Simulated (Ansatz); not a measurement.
Consider the ligand exchange at the In–Br bond: `[NH2][In]([Br])[Br]` + H–F → `[NH2][In]([F])[Br]` + HBr.

Gas-phase electronic energies from Ansatz, PBE0-D4/def2-TZVP geometries. CCSD(T)/CBS is the MP2 limit (def2-TZVPP, def2-QZVPP) plus CCSD(T) − MP2 in def2-TZVPP, frozen cores. This one scheme is used for every species. DFT in def2-TZVPP. HSE06 is defined as in plane-wave codes. Elements past krypton have def2 core potentials. For Br, In outer-core shells are correlated without core-valence functions, which leaves a few kJ/mol of doubt a bond. Scalar relativity is left out up to krypton. Each species was taken in one conformer, which may not be the lowest.

`[NH2][In]([Br])[Br]`:

```xyz
6

N    -0.766   -0.607   -0.818
In    0.353    0.311    0.566
Br    2.062   -0.922    1.813
Br   -0.112    2.625    1.220
H    -1.196   -0.006   -1.507
H    -0.341   -1.401   -1.273
```

H–F:

```xyz
2

F     0.045   -0.339    0.307
H    -0.045    0.339   -0.307
```

`[NH2][In]([F])[Br]`:

```xyz
6

N    -0.674    0.591   -0.880
In    0.317   -0.477    0.491
F     1.490   -1.877   -0.166
Br    0.052   -0.407    2.913
H    -0.207    0.664   -1.774
H    -0.979    1.507   -0.583
```

HBr:

Z-matrix (Å, degrees):
```
Br
H 1 1.420
```

(1) Is it downhill or uphill in electronic energy at CCSD(T)/CBS, and by how much? (Best estimate.)

(2) What do these levels give: B97M-V, PBE0-D4, r2SCANh-D4, BHLYP-D4, r2SCAN, HSE06, LC-ωPBE, RPA@PBE/def2-TZVPP, HF/def2-SVP, CCSD/def2-TZVPP, CCSD(T)/def2-TZVPP, CCSD/CBS(def2)? (An estimate is asked.)

Largest T1 diagnostic among the species: 0.013.

Answers

(1) Computed: Uphill: ΔE = +19.7 kcal/mol.

(2) Computed: B97M-V 15.9, PBE0-D4 19.9, r2SCANh-D4 18.6, BHLYP-D4 20.2, r2SCAN 17.3, HSE06 19.3, LC-ωPBE 16.2, RPA@PBE/def2-TZVPP 17.2, HF/def2-SVP 18.9, CCSD/def2-TZVPP 19.2, CCSD(T)/def2-TZVPP 19.1, CCSD/CBS(def2) 19.9 kcal/mol.

From BLYP to BHLYP (50 % exact exchange), in def2-TZVPP and without D4, ΔE moves by +4.5 kcal/mol. Leaving LDA and LC-ωPBE aside and taking each functional with its dispersion term where it has one, the values, not all of them listed here, spread over 5.3 kcal/mol, from BLYP-D4 to PBE-QIDH. LDA lies +1.6 kcal/mol from PBE without D4. At CCSD(T), def2-SVP lies −3.4 kcal/mol from the extrapolated value and def2-TZVPP −0.6 kcal/mol.
